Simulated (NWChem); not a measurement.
pentafluorosilicate (SiF$_{5}$ anion); SMILES F[Si-](F)(F)(F)F

No frequency run checked for a minimum.

Q: Give the equilibrium geometry at B3LYP/def2-SVPD (NWChem) as an XYZ file, with the point group.

A: point group C4v; any orientation.
```
6

F     -1.6278    -0.2296    -0.3921
Si     0.0000     0.0000    -0.0270
F     -0.2296     1.6278    -0.3921
F      0.2296    -1.6278    -0.3921
F      0.0000     0.0000     1.6193
F      1.6278     0.2296    -0.3921
```
